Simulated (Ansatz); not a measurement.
Cost and result for the atomization energy of CH₂OSe (`OC=[Se]`) (5 atoms, 4 bonds).

Z-matrix (Å, degrees):
```
C
O 1 1.326
Se 1 1.753 2 123.9
H 1 1.092 2 114.6 3 180.0
H 2 0.965 1 110.3 3 -180.0
```

Total charge 0; spin multiplicity 1. Correlated methods include outer-core shells of Se, which these sets cover unevenly. Scalar relativity is left out up to krypton. All single points use the PBE0-D4/def2-TZVP geometry. It is one conformer, not always the lowest. Program: Ansatz. All runs use 2 threads of an Arm Neoverse V2 on a shared host. Times are those of one run each, without the atoms' runs, and a repeat can differ threefold. Electronic energies, without spin–orbit coupling; frozen cores. CCSD(T)/CBS adds CCSD(T) − MP2 in def2-TZVPP to the MP2 limit, and its time is that of the two runs behind it. T1 = 0.017; the RHF reference is unstable towards UHF. With those shells the extrapolation isn't a true limit. HSE06 is the plane-wave form, built on full-range PBE exchange.

CCSD(T)/CBS is a level of theory with its own doubt, some kJ/mol a heavy atom from the limit and from the frozen cores, so smaller differences don't rank the functionals.

| level | functions | wall time | atomization (kJ/mol) | difference from CCSD(T)/CBS | per bond |
| --- | --- | --- | --- | --- | --- |
| LDA (SPW92)/def2-TZVPP | 138 | 0.7 s | 2108.2 | 352.8 | 88.2 |
| BLYP-D4/def2-TZVPP | 138 | 1.1 s | 1775.6 | 20.2 | 5.0 |
| revPBE-D4/def2-TZVPP | 138 | 1.2 s | 1768.9 | 13.5 | 3.4 |
| HSE06-D4/def2-TZVPP | 138 | 1.6 s | 1755.3 | -0.1 | 0.0 |
| BHLYP-D4/def2-TZVPP | 138 | 1.6 s | 1639.4 | -116.0 | -29.0 |
| CCSD(T)/def2-SVP | 70 | 1.7 s | 1624.3 | -131.1 | -32.8 |
| B2PLYP/def2-TZVPP | 138 | 3 s | 1730.4 | -25.0 | -6.3 |
| r2SCAN-D4/def2-TZVPP (with forces) | 138 | 3.1 s | 1763.8 | 8.4 | 2.1 |
| PBE-QIDH/def2-TZVPP | 138 | 3.3 s | 1724.5 | -30.9 | -7.7 |
| ωB97M-V/def2-TZVPP (with forces) | 138 | 6.5 s | 1741.2 | -14.2 | -3.6 |
| MP2/def2-QZVPP | 263 | 9 s | 1785.4 | 30.0 | 7.5 |
| CCSD(T)/def2-TZVPP | 138 | 21 s | 1692.7 | -62.7 | -15.7 |
| CCSD(T)/CBS(def2) | – | 30 s | 1755.4 | 0.0 | 0.0 |

From r2SCAN to r2SCAN0 (25 % exact exchange), in def2-TZVPP and without D4, the atomization energy moves by −64.0 kJ/mol: exact exchange takes away binding that semilocal exchange gives to molecules. The D4 term adds +12.3 kJ/mol with B3LYP and +6.2 kJ/mol with PBE0; it sums over pairs of atoms, weighted by their polarisabilities, and B3LYP, whose exchange is more repulsive, gets the larger term. At CCSD(T), def2-SVP lies −131.2 kJ/mol from the extrapolated value and def2-TZVPP −62.8 kJ/mol: correlation converges slowly with the basis, and small sets miss more of it in the bonded molecule than in its fragments.

B3LYP here is the variant with VWN-RPA as its local correlation; programs differ in this.
